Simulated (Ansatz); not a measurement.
Total energies of C₂H₈ClPSi (`C[Si](C)(P)Cl`).

Cartesian coordinates in Å:
```
C -0.3523 1.4842 -0.9762
Si 0.4768 0.0778 -0.0818
C -0.4191 -1.5337 -0.3433
P 0.7641 0.6405 2.0820
Cl 2.3899 -0.1421 -0.8532
H -0.4325 1.2633 -2.0434
H 0.2152 2.4092 -0.8579
H -1.3600 1.6457 -0.5830
H -0.4827 -1.7658 -1.4096
H 0.0999 -2.3535 0.1569
H -1.4338 -1.4725 0.0591
H -0.6086 0.4224 2.3905
H 1.1430 -0.6756 2.4598
```

The species carries charge 0 and has multiplicity 1. Geometry: relaxed with PBE0-D4/def2-TZVP. It is one conformer, not always the lowest. Basis def2-TZVPP, the Gaussian-basis code of Ansatz.

RPA on PBE orbitals: Hartree–Fock energy of these orbitals -1169.65811 Eh, correlation -1.43273 Eh (frozen core).

```tsv
functional	energy without D4 (Eh)	D4 term (kJ/mol)
LDA (SPW92)	-1167.53447	–
PBE	-1171.60812	-35.1
revPBE	-1171.98779	-95.2
BLYP	-1172.15527	-75.0
r2SCAN	-1172.09492	-8.9
B97M-V	-1171.95463	–
PBE0	-1171.72415	-30.2
B3LYP	-1172.28647	-56.6
r2SCANh	-1172.08811	-9.5
r2SCAN0	-1172.07898	-10.5
HSE06 (plane-wave form)	-1171.69740	-28.4
BHLYP	-1172.17016	-45.8
CAM-B3LYP	-1172.20143	-31.1
LC-ωPBE	-1171.86167	–
ωB97X-V	-1172.03909	–
ωB97M-V	-1172.10720	–
B2PLYP	-1171.76933	–
PBE-QIDH	-1171.46167	–
```

B3LYP takes the VWN-RPA correlation (the form of Gaussian; ORCA's B3LYP/G). HSE06 is the plane-wave form, built on full-range PBE exchange. The double hybrids freeze the cores in their second-order part.

LC-ωPBE has ω = 0.4 bohr⁻¹.
